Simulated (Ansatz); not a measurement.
`FB1CS1` + HCl → `ClB1CS1` + H–F at 700 K and 1 bar (ligand exchange at a B–F bond).

Program: Ansatz. Geometries: PBE0-D4/def2-TZVP. ΔE: electronic, gas phase. CBS: MP2 limit from def2 TZ/QZ plus the TZ coupled-cluster correction, frozen cores. This one scheme is used for every species.

```
  species  CCSD(T)/CBS energy (Eh)  H − E (kJ/mol)  S (J/(mol·K))
 `FB1CS1`               -561.66504           136.4          350.0
      HCl               -460.38127            38.4          211.8
`ClB1CS1`               -921.63854           134.6          364.1
      H–F               -100.39570            45.2          198.5
```

H − E and S are ideal-gas, rigid-rotor, harmonic terms from PBE0-D4/def2-TZVP. 1 Eh = 2625.50 kJ/mol, R = 8.31446 J/(mol·K).

Problem. By hand: ΔE, ΔH, ΔS and ΔG.

Solution. ΔE = (-921.63854) + (-100.39570) − (-561.66504) − (-460.38127) = 0.01207 Eh = 31.7 kJ/mol. Δ(H − E) = 134.6 + 45.2 − 136.4 − 38.4 = 5.0, so ΔH = 36.7 kJ/mol. ΔS = 364.1 + 198.5 − 350.0 − 211.8 = 0.8 J/(mol·K). ΔG = 36.7 − 700 × (0.8)/1000 = 36.1 kJ/mol.

Problem. By hand: the equilibrium constant, and the temperature at which ΔG would vanish if ΔH and ΔS stayed fixed.

Solution. log₁₀ K = −ΔG/(RT ln 10) = -2.7. ΔG = 0 at ΔH/ΔS = 45875 K, far beyond where these terms or the molecules hold.

The number of gas molecules stays the same, so ΔS is small and ΔH decides. A doubt of 5 kJ/mol in ΔE shifts log₁₀ K by 0.4 here. These are equilibria of isolated gas molecules and say nothing of rates. Largest T1 diagnostic: 0.014 (customary marks: 0.02 for closed shells, 0.045 for open ones).
